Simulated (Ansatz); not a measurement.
TiH4. The state is a singlet with charge 0. Geometry B3LYP-D4/def2-TZVP, basis def2-TZVP, Ansatz.

| run | HOMO (eV) | LUMO (eV) |
| --- | --- | --- |
| A | -7.43 | -4.20 |
| B | -9.06 | -2.73 |
| C | -11.23 | -0.47 |
| D | -7.41 | -4.58 |
| E | -7.95 | -4.09 |
| F | -7.43 | -4.30 |

Q: The runs used B97M-V, LDA (SPW92), PBE, r2SCAN0, revPBE, ωB97M-V. Estimate which is which.

A: A revPBE (0 % exact exchange); B r2SCAN0 (25 % exact exchange); C ωB97M-V (range-separated); D LDA (SPW92) (0 % exact exchange); E B97M-V (0 % exact exchange); F PBE (0 % exact exchange). Exact exchange lowers occupied and raises empty levels; among semilocal functionals meta-GGAs tend to open the gap a little, and such runs are hard to tell apart. The gap grows from 2.83 eV (LDA (SPW92)) to 10.77 eV (ωB97M-V).
